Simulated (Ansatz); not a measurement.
Mg5S4, relaxed as a singlet with RKS B3LYP-D4/def2-SVP in Ansatz, starting from the GFN2-xTB geometry. Force threshold 0.02 eV/Å.

The restricted singlet is unstable towards broken spin symmetry at other levels; at B3LYP-D4/def2-SVP this wasn't settled. Another isomer (singlet) lies 2.27 eV lower at PBE0-D4/def2-TZVP; other spin states weren't run for this one.

Start:

Cartesian coordinates in Å:
```
Mg 1.5046 0.0627 1.5688
Mg -2.3470 -1.0213 -2.2380
Mg 0.2661 -1.4603 -0.8476
Mg 2.1639 2.5115 2.5562
Mg -1.2913 0.8949 -0.2282
S -0.4626 0.2912 -2.5111
S 0.0411 1.9223 1.3722
S -2.1084 -1.4626 0.0165
S 2.2335 -1.7384 0.3111
```

Estimate the energy that the relaxation releases and the steps that it takes.

0.22 eV, in 8 steps; 33 s on 4 threads of Arm Neoverse V2 on a shared host. No frequencies were taken in this run, so the end may be a saddle point.

Does the start keep its bonding?

By distances, no bond broke or formed. The bond that changes most is Mg4–S7, from 2.50 to 2.60 Å (atoms count from 1).

Predict the relaxed structure.


```
atom    x (Å)    y (Å)    z (Å)
 Mg1   1.8476   0.2058   1.3801
 Mg2  -2.4339  -1.0004  -2.2694
 Mg3   0.1910  -1.6074  -0.8707
 Mg4   2.0495   2.7011   2.9158
 Mg5  -1.2157   0.8594  -0.2392
  S6  -0.4787   0.2050  -2.5799
  S7   0.1251   1.9168   1.3555
  S8  -2.2316  -1.4581  -0.0058
  S9   2.1468  -1.8222   0.3137
```
Bond lengths (bridged metal pairs left out): 11 × Mg–S 2.30 to 2.60 Å.
